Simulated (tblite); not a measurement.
Compound: C₃H₈ClNSi₂.
Structure used (GFN2-xTB), in Å, numbered top down from 1:
```xyz
15
C3H8ClNSi2 angstrom
N      2.9667    1.6270    1.3467
C      2.3848    0.8026    0.8048
Si     1.4750   -0.5679   -0.0831
C     -0.3837   -0.3142    0.2840
Si    -0.9798    1.5059    0.2156
C     -1.2136   -1.1528   -0.6605
Cl    -0.6259   -2.8450   -0.7190
H      2.0139   -1.8114    0.4644
H      1.7490   -0.3929   -1.5109
H     -0.5637   -0.6745    1.3024
H     -0.7090    2.0335   -1.1224
H     -0.2792    2.2639    1.2442
H     -2.4252    1.5225    0.4558
H     -2.2604   -1.2045   -0.3592
H     -1.1534   -0.7843   -1.6846
```

Level: GFN2-xTB in tblite, geometry and Hessian alike; calculated harmonic values, unscaled, isolated species. Errors from tens to a few hundred cm⁻¹ against measured bands are possible. Modes of hydrogen on silicon can be 10 to 20 % off. One conformer, not necessarily the lowest.

Harmonic wavenumbers (cm⁻¹): 28.6, 70.6, 88.8, 114.5, 136.2, 178.0, 257.2, 268.9, 305.5, 339.3, 470.0, 506.1, 538.2, 583.4, 626.5, 652.0, 693.9, 723.2, 750.8, 764.3, 786.8, 792.5, 832.2, 922.7, 1072.8, 1106.1, 1135.9, 1243.2, 1282.2, 1459.1, 2254.1, 2259.2, 2270.9, 2286.3, 2327.9, 2358.2, 2921.4, 2969.1, 2978.0.

A = 1952, B = 901.2, C = 640.1 MHz; mass 148.988 u (most abundant isotopes); point group C1, symmetry number 1.

Problem. Zero-point energy?

Solution. Half the sum of the wavenumbers: 20677 cm⁻¹ = 247.36 kJ/mol.

Problem. Entropy at 400 K, 1 bar (ideal gas, RRHO, classical rotation)?

Solution. Translation 177.37, rotation 129.33, vibration 183.17: S = 489.9 J/(mol K).

Problem. And Cp and H(400 K) − H(0)?

Solution. Cp = 197.96 J/(mol K), of which vibrations give 164.71 (their classical limit is 39 R = 324.3); H(400 K) − H(0) = 49.62 kJ/mol without the zero-point energy, 36.32 from vibrations.

Problem. Blend soft modes into free rotors: weight 1/[1 + (100 cm⁻¹/ν̃)⁴] for the oscillator and the rest for a rotor with moment μB/(μ + B), μ = h/(8π²ν), B = 10⁻⁴⁴ kg m². What vibrational entropy results?

Solution. 165.89 J/(mol K) in place of 183.17, which changes −T·S at 400 K by +6.91 kJ/mol.

Problem. How do the functions run with temperature in this model?

Solution. 
```csv
T (K),S (J/(mol K)),Cp (J/(mol K)),H − H(0) (kJ/mol),G − H(0) (kJ/mol),ln q(vib)
150,344.5,106.0,10.67,-41.01,3.91
250,408.7,148.2,23.41,-78.76,6.88
298.15,436.4,166.4,30.99,-99.11,8.27
600,578.9,240.6,93.80,-253.52,16.31
900,684.7,280.5,172.49,-443.71,23.16
```

q(vib) and H(0) count from the zero-point level.

Hindered rotation and anharmonicity are outside this model. Other conformers, if any are populated, would add a mixing term that is left out. The structure is chiral; the term R ln 2 for an equal mix with its mirror image is left out.
